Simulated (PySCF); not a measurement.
SMILES C[SiH](C)O[SiH2][O][GeH3], singlet at its GFN2-xTB optimised geometry (Å):

```
19

Si    -0.3980    -2.2309     2.8298
C     -0.7377    -3.9777     3.4835
C      0.8718    -1.3114     3.9051
O      0.2036    -2.4276     1.3289
Si     0.7097    -1.6577     0.0000
O      0.2953    -0.0887     0.0000
Ge    -0.7457     1.1136     0.6824
H     -1.6396    -1.4402     2.7126
H     -1.1542    -3.9383     4.4845
H      0.1704    -4.5719     3.5263
H     -1.4442    -4.5072     2.8523
H      0.4889    -1.1124     4.9013
H      1.7881    -1.8862     4.0143
H      1.1387    -0.3581     3.4551
H      2.1658    -1.6577     0.0000
H      0.0305    -2.3117    -1.1103
H     -0.3406     1.3355     2.1102
H     -0.4777     2.3117    -0.1782
H     -2.1658     0.6405     0.5768
```

Calculation: CAM-B3LYP/def2-SVP (PySCF). Cells within 0.4 Å of a nucleus heavier than hydrogen are left out (blank, or x).

Map of the HOMO−1 amplitude (bohr^(-3/2)) on the plane z = 1.5 Å; orbital energy -9.68 eV, overall sign arbitrary:

```
|555555555555555555555555555|
|555555555555555555555555555|
|555555555555555555555555555|
|555555555555555555555555555|
|555555555555555555555555555|
|555555555555555555555555555|
|555555555555555555555555555|
|555555555566665555555555555|
|555555555666666555555555555|
|555555556666666555555555555|
|555555556666666555555555555|
|555555556666665555555555555|
|555555555666655555555555555|
|555555555555555555555555555|
|555555555555555555555555555|
|555555555555555555555555555|
|555555555555556555555555555|
|555555555555666665555555555|
|555555555556788665555555555|
|555555555556799655555555555|
|5555555555556xx455555555555|
|555555555555410245555555555|
|555555555555432345555555555|
|555555555555544455555555555|
|555555555555555555555555555|
|555555555555555555555555555|
|555555555555555555555555555|
```
Scale: ten equal steps from -0.230 (start of '0') to 0.172 (end of '9'), in the order '0123456789'; x runs from -4.50 to 4.50, y from -4.50 (bottom) to 4.50 (top).
